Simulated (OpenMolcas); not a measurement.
**Levels of neutral barium by method**

- Program: OpenMolcas 26.06
- Basis: ANO-RCC-VQZP [9s8p5d3f2g]
- Scalar Hamiltonian: DKH2, point nucleus
- Active space: 2 electrons in 4 orbitals (6s 6p)
- State averaging: 2S+1 = 3 even, 3 roots; 2S+1 = 1 even, 6 roots; 2S+1 = 3 odd, 3 roots; 2S+1 = 1 odd, 3 roots
- Spin-orbit coupling: state interaction with AMFI integrals over the reference wave functions, term energies averaged over their components

Methods on the same reference wave functions:
A. CASSCF
B. SS-CASPT2, IPEA 0.25 Eh, imaginary shift 0.1 Eh (closed shells correlated: 5s 5p)

Energies in cm-1 above 6s2 1S0, the measured ground level; measured values from NIST Handbook of Basic Atomic Spectroscopic Data.

```csv
Level,A,B,Measured
6s2 1S0,0.0,0.0,0.0
6s 6p 3P* 0,10162,11770,12266
6s 6p 3P* 1,10451,12060,12637
6s 6p 3P* 2,11039,12650,13515
6s 6p 1P* 1,22360,20800,18060
6p2 3P0,30095,32690,
6p2 3P1,30356,32950,
6p2 3P2 [73 %],30847,33700,
6p2 1D2 [73 %],34804,32860,
```

Deviations, from unrounded energies. A percentage is the sum of absolute deviations over the sum of measured energies, with the sign that they share, or ± where signs differ.

| Against measurement | Levels | A | B |
| --- | --- | --- | --- |
| mean absolute deviation (cm-1) | 4 | 2800 | 1200 |
| other configurations (%) | 4 | ±19.6 | ±8.3 |

B lies closest to measurement on these levels. The largest miss of B in the table is 6s 6p 1P* 1, by +2700 cm-1. The ranking rests on the paired levels alone, and a cruder setting can come out closer through cancelling errors.

The lowest spin-free term lies below A's lowest term by 0.196 hartree in B.

CASPT2 breaks the degeneracy within a term, and the mean is taken; among the terms shown or strongly mixed into the levels shown the widest spread is 250 cm-1 (6p2 1D, B). The ¹D term of p² mixes with s d, which this space lacks. The CASPT2 spread within a term exceeds the gap to the next term for 6p2 1D and 6p2 3P, so the order of their levels is uncertain, and so are names and mixing where such terms share a J (holds for B). Measured partners are found by configuration, term and J. A level has none where our copy of the source lacks it or the pairing is in doubt (some pairs that miss far off the trend of their configuration count as doubtful), and it then counts in no deviation. Only configurations of the active space appear.

A share in square brackets marks a mixed level and gives the weight of the term that names it, the lowest over the columns. * marks odd parity.
